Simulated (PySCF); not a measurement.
BH3N, SMILES B[NH], multiplicity 2. Atoms are numbered in the order given.

```xyz
5

B     -0.0139    -0.6916     0.0000
N      0.0536     0.6354     0.0000
H      0.9743    -1.3737     0.0000
H     -1.0988    -1.2228     0.0000
H     -0.1815     1.6069     0.0000
```
Charge 0, spin multiplicity 2.

Coordinates come from a B3LYP-D3(BJ)/def2-TZVP optimisation. The isomer is the one that the SMILES or the coordinates give; other isomers of the formula were not compared.

Computed with M06-2X/def2-TZVPD in PySCF.

Mulliken values depend strongly on the basis, most of all with diffuse functions as here. ESP charges are fitted to the potential on shells at 1.4 to 2.0 van der Waals radii. Atomic charges (e):

```tsv
atom	ESP fit	Mulliken	Mulliken spin
B1	0.07	-0.16	-0.14
N2	-0.43	-0.20	1.01
H3	0.01	0.02	0.09
H4	-0.01	0.01	0.12
H5	0.36	0.33	-0.08
```
